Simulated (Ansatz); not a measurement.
`[SiH3]C[SiH](Cl)Cl` + CH₃OH → `CO[SiH3]` + `C[SiH](Cl)Cl` at 500 K and 1 bar (ligand exchange at the Si–C bond).

Isolated molecules relaxed with PBE0-D4/def2-TZVP in Ansatz; ΔE leaves out vibrations. CBS: MP2 limit from def2 TZ/QZ plus the TZ coupled-cluster correction, frozen cores. This one scheme is used for every species. Each species was taken in one conformer, which may not be the lowest.

| species | CCSD(T)/CBS energy (Eh) | H − E (kJ/mol) | S (J/(mol·K)) |
| --- | --- | --- | --- |
| `[SiH3]C[SiH](Cl)Cl` | -1539.49563 | 223.0 | 460.8 |
| CH₃OH | -115.61712 | 157.0 | 265.4 |
| `CO[SiH3]` | -405.93001 | 211.0 | 345.4 |
| `C[SiH](Cl)Cl` | -1249.21450 | 168.0 | 382.4 |

H − E and S are ideal-gas, rigid-rotor, harmonic terms from PBE0-D4/def2-TZVP, for one conformer and one mirror image of each species. 1 Eh = 2625.50 kJ/mol, R = 8.31446 J/(mol·K).

Q: By hand: ΔE, ΔH, ΔS and ΔG.

A: ΔE = (-405.93001) + (-1249.21450) − (-1539.49563) − (-115.61712) = -0.03176 Eh = -83.4 kJ/mol. Δ(H − E) = 211.0 + 168.0 − 223.0 − 157.0 = -1.0, so ΔH = -84.4 kJ/mol. ΔS = 345.4 + 382.4 − 460.8 − 265.4 = 1.6 J/(mol·K). ΔG = -84.4 − 500 × (1.6)/1000 = -85.2 kJ/mol.

Q: By hand: the equilibrium constant, and the temperature at which ΔG would vanish if ΔH and ΔS stayed fixed.

A: log₁₀ K = −ΔG/(RT ln 10) = 8.9. ΔH and −TΔS have one sign here, so there is no such temperature. One of them is within its doubt of zero, so this could turn.

The number of gas molecules stays the same, so ΔS is small and ΔH decides. A doubt of 5 kJ/mol in ΔE shifts log₁₀ K by 0.5 here. Other conformers and mirror images would add mixing entropy, several J/(mol·K) or more a flexible species. Modes under 60 cm⁻¹, often nearly free rotors, make the harmonic entropy too high. These are equilibria of isolated gas molecules and say nothing of rates. Largest T1 diagnostic: 0.011 (customary marks: 0.02 for closed shells, 0.045 for open ones).
